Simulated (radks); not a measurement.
Results of a calculation; reference values are marked as such.
Species: neutral thallium. Configuration: [Hg] 6p1.

Level of theory: scalar-relativistic Kohn-Sham, r2SCAN, spin-polarised, spherical densities, finite nucleus; open shells are filled with parallel spins first (spin-orbit coupling, left out, can overturn this in heavy ions); meta-GGA in the generalised Kohn-Sham scheme; Fermi nuclear charge, rms radius 5.4759 fm (a radial shooting solver on a logarithmic mesh with Libxc functionals).

Energy parts (eV):
| part | energy |
|---|---|
| total | -550841.57 |
| kinetic | 620079.66 |
| electron-nucleus | -1373453.87 |
| Hartree | 212843.28 |
| exchange-correlation | -10310.64 |

Orbitals (lengths in bohr, moments of r in powers of bohr; r(max) is where P^2 peaks; r(90%) holds 90 % of the orbital's charge):
| orbital | occ. | eigenvalue (eV) | <1/r> | r(90%) | r(max) | <r^4> |
|---|---|---|---|---|---|---|
| 1s up | 1 | -85686.83 | 99.39 | 0.0299 | 0.01003 | 3.762e-07 |
| 1s down | 1 | -85686.82 | 99.39 | 0.0299 | 0.01003 | 3.762e-07 |
| 2s up | 1 | -15286.41 | 23.35 | 0.107 | 0.05812 | 0.00005454 |
| 2s down | 1 | -15286.41 | 23.35 | 0.107 | 0.05812 | 0.00005454 |
| 2p up | 3 | -13148.09 | 20.59 | 0.102 | 0.04832 | 0.00004495 |
| 2p down | 3 | -13148.09 | 20.59 | 0.102 | 0.04832 | 0.00004495 |
| 3s up | 1 | -3660.358 | 8.666 | 0.260 | 0.1638 | 0.001956 |
| 3s down | 1 | -3660.356 | 8.666 | 0.260 | 0.1638 | 0.001956 |
| 3p up | 3 | -3042.223 | 7.858 | 0.268 | 0.1637 | 0.002175 |
| 3p down | 3 | -3042.220 | 7.858 | 0.268 | 0.1637 | 0.002175 |
| 3d up | 5 | -2399.688 | 7.372 | 0.252 | 0.1335 | 0.001675 |
| 3d down | 5 | -2399.686 | 7.372 | 0.252 | 0.1335 | 0.001675 |
| 4s up | 1 | -823.8125 | 3.717 | 0.561 | 0.3689 | 0.04307 |
| 4s down | 1 | -823.8069 | 3.717 | 0.561 | 0.3689 | 0.04307 |
| 4p up | 3 | -620.3256 | 3.350 | 0.604 | 0.3888 | 0.05769 |
| 4p down | 3 | -620.3196 | 3.350 | 0.604 | 0.3888 | 0.05768 |
| 4d up | 5 | -380.3411 | 3.008 | 0.654 | 0.3954 | 0.07855 |
| 4d down | 5 | -380.3341 | 3.008 | 0.654 | 0.3954 | 0.07854 |
| 4f up | 7 | -115.2942 | 2.604 | 0.745 | 0.3590 | 0.1377 |
| 4f down | 7 | -115.2855 | 2.604 | 0.745 | 0.3590 | 0.1377 |
| 5s up | 1 | -133.5210 | 1.543 | 1.26 | 0.8090 | 1.092 |
| 5s down | 1 | -133.5040 | 1.542 | 1.26 | 0.8090 | 1.093 |
| 5p up | 3 | -78.0793 | 1.317 | 1.46 | 0.9046 | 1.995 |
| 5p down | 3 | -78.0794 | 1.317 | 1.46 | 0.9048 | 1.994 |
| 5d up | 5 | -15.9791 | 0.9491 | 2.14 | 1.113 | 9.794 |
| 5d down | 5 | -15.9142 | 0.9532 | 2.12 | 1.113 | 9.245 |
| 6s up | 1 | -10.1245 | 0.5089 | 3.76 | 2.092 | 85.77 |
| 6s down | 1 | -9.4334 | 0.5231 | 3.63 | 2.063 | 75.14 |
| 6p up | 1 | -2.6724 | 0.3407 | 5.77 | 2.898 | 482.4 |
| 6p down | 0 | -1.4435 | 0.3608 | 5.39 | 2.794 | 391.1 |

The highest occupied level is 6p up at -2.672 eV. The density falls to 0.001 e/bohr^3 at r = 4.59 bohr. Summed over all electrons, <r^2> = 69.76 bohr^2, which gives a Langevin (diamagnetic) susceptibility term of -55.3 x 10^-6 cm^3/mol. The spin density at the nucleus is -13.98 e/bohr^3 (1s -0.27, 2s 0.12, 3s 0.12, 4s 0.06, 5s 0.80, 6s -14.81). The electron density at the nucleus is 2.719e+06 e/bohr^3 (large components only). Spin moment in Bohr magnetons: 1. For comparison, the ionisation energy in NIST's Atomic Spectra Database is 6.108 eV (measured). In exact Kohn-Sham theory the highest level is minus the ionisation energy, but local and semilocal functionals leave it too shallow, through self-interaction and a potential that decays too fast; potentials with the right tail come closer.
